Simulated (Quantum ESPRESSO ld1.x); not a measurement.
Results of a calculation; reference values are marked as such.
The mean radii <r> (bohr) of the occupied orbitals of an atom or ion are listed with their occupations. Level of theory: Dirac Kohn-Sham, PBEsol, spin-unpolarised, spherical densities, point nucleus (ld1.x of Quantum ESPRESSO 7.5).

orbital  occ.      <r>
1s1/2       2  0.02782
2s1/2       2   0.1195
2p1/2       2   0.1008
2p3/2       4   0.1064
3s1/2       2   0.3218
3p1/2       2   0.3121
3p3/2       4   0.3235
3d3/2       4   0.2944
3d5/2       6   0.2980
4s1/2       2   0.7536
4p1/2       2   0.7850
4p3/2       2   0.8112
4d3/2       4   0.9070
4d5/2       6   0.9165
5s1/2       1    1.726
5p1/2       2    1.891

Name the element and its charge. Open shells, if any, fill j = l - 1/2 first.

Answer. Z = 52, tellurium, charge +5: Te5+ in [Ar] 3d10 4s2 4p4 4d10 5s1 5p2. The 1s radius gives Z: for a bare nucleus <r> = (2 gamma + 1)/(2Z) with gamma = sqrt(1 - (Z/c)^2), 0.02741 bohr for Z = 52, and screening makes it slightly larger (0.02782 here). The occupations add up to 47, and the charge is Z minus that.
